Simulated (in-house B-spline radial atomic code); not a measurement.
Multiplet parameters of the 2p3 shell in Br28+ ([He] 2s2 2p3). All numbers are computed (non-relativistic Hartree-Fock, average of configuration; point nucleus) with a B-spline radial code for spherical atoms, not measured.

Slater integrals: F^2 = 610068 cm⁻¹. Central-field spin-orbit parameter ζ(2p) = 277600 cm⁻¹ (bare central field on non-relativistic orbitals, without two-electron terms: too large for light atoms, too small for heavy ones).

With F₂ = F^2/25 = 24403 cm⁻¹:

(1) Where do the terms lie in LS coupling, without spin-orbit interaction?

(2) How far can these numbers be trusted?

Answers

(1) In cm⁻¹ above the Hund's-rule term:
| term | expression | energy |
| --- | --- | --- |
| 4S | 0 F₂ | 0 |
| 2D | 9 F₂ | 219624 |
| 2P | 15 F₂ | 366041 |

(2) Unscaled Hartree-Fock integrals overestimate measured term splittings, because correlation screens the repulsion; fits to spectra scale them down, most for low charges. Here ζ is 11.38 times F₂, so spin-orbit coupling rivals the gaps between some terms: low levels can stay fairly pure, while close terms of equal J mix strongly.
